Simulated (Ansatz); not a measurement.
Consider the formal exchange of groups at the Si–Cl bond: `Cl[SiH2]Cl` + `FCSS` → `SS[SiH2]Cl` + `FCCl`.

Isolated molecules relaxed with PBE0-D4/def2-TZVP in Ansatz; ΔE leaves out vibrations. CBS: MP2 limit from def2 TZ/QZ plus the TZ coupled-cluster correction, frozen cores. This one scheme is used for every species. Functionals use def2-TZVPP. B3LYP here is the variant with VWN-RPA as its local correlation; programs differ in this. Each species was taken in one conformer, which may not be the lowest.

| level | ΔE (kcal/mol) |
| --- | --- |
| revPBE-D4 | 13.3 |
| B97M-V | 15.5 |
| B3LYP-D4 | 14.4 |
| r2SCANh-D4 | 15.1 |
| r2SCAN0-D4 | 15.2 |
| r2SCANh | 15.3 |
| CCSD(T)/def2-TZVPP | 14.6 |
| CCSD/CBS(def2) | 15.2 |

Question: What does CCSD(T)/CBS give? (Estimate.)

Answer: The calculation gave: +14.8 kcal/mol. The listed levels differ from it by -1.5, 0.7, -0.4, 0.3, 0.4, 0.5, -0.2, 0.4 kcal/mol.

Largest T1 diagnostic among the species: 0.012.

The D4 term adds −1.1 kcal/mol with B3LYP and −0.6 kcal/mol with PBE0; it sums over pairs of atoms, weighted by their polarisabilities, and B3LYP, whose exchange is more repulsive, gets the larger term. Leaving LDA and LC-ωPBE aside and taking each functional with its dispersion term where it has one, the values spread over 2.2 kcal/mol, from revPBE-D4 to B97M-V. In def2-TZVPP, CCSD(T) changes the Hartree–Fock value by −1.8 kcal/mol (the triples alone add −0.4 kcal/mol) and MP2 by −1.4 kcal/mol.
